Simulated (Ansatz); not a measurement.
Molecule: SnF3 (charge -1, singlet). It need not be the lowest isomer of its formula. Whether it binds its extra electron was not tested at this geometry. 
Structure (B3LYP-D3(BJ)/def2-TZVP (Ansatz, a quantum-chemistry and plane-wave program) minimum search):
SMILES: [F][Sn-]([F])[F]
```xyz
4

Sn    -0.1807    -0.0662     0.3140
F      1.8247     0.1452     0.2807
F     -0.2594    -1.3553    -1.2349
F     -0.5613     1.5778    -0.7903
```
Charge -1, spin multiplicity 1.

Basis-set convergence of Hartree-Fock and CCSD correlation energies (hartree) with Ansatz. Correlated levels leave the core frozen unless marked. Spin-orbit coupling is left out. Frozen are the shells of the preceding noble gas and the d and f shells that filled before the atom's block. Past Kr the def2 sets carry scalar-relativistic core potentials.

```json
[
 {"basis": "def2-SVPD", "functions": "101", "E(HF)": "-511.62544", "E(corr, CCSD)": "-0.69986"},
 {"basis": "def2-TZVPPD", "functions": "176", "E(HF)": "(withheld)", "E(corr, CCSD)": "(withheld)"}
]
```

Question: Some entries are withheld; supply them.

Answer: 
- def2-TZVPPD, E(HF): -511.99111
- def2-TZVPPD, E(corr, CCSD): -0.87854
